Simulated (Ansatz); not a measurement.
```yaml
crystal:
  periodic: [false, false, false]
  atoms:
    - {symbol: N, position_ang: [-1.027561, 0.085417, -1.007451]}
    - {symbol: C, position_ang: [0.295239, 0.573771, -0.600142]}
    - {symbol: Si, position_ang: [0.634668, -0.169124, 1.096008]}
    - {symbol: O, position_ang: [0.255932, -1.767556, 0.988200]}
    - {symbol: H, position_ang: [-1.207945, 0.273396, -1.985512]}
    - {symbol: H, position_ang: [-1.757438, 0.548626, -0.479848]}
    - {symbol: H, position_ang: [0.414301, 1.666084, -0.628440]}
    - {symbol: H, position_ang: [1.039699, 0.157018, -1.286333]}
    - {symbol: H, position_ang: [-0.218522, 0.522316, 2.107642]}
    - {symbol: H, position_ang: [2.056493, -0.039950, 1.503590]}
    - {symbol: H, position_ang: [-0.419367, -1.906897, 0.313086]}
basis:
  gaussian: {orbitals: def2-mTZVP}
magnetization: {spin_polarized: true, initial_magnetization: 0}
hamiltonian: {xc: {name: B2PLYP}, dispersion: rvv10}
accuracy: high
scf: {lower_state_search: off}
output: {forces: true}
```

```sh
$ ansatz run in.yaml --threads 2 --pin off --events-out ev --progress --plain --max-ram 4352MiB
```

Q: How does Ansatz answer? (An estimate is asked.)

A: Computed: The program refused the input.
```
Error: invalid value for `hamiltonian.dispersion`: this functional's text states its nonlocal part
```
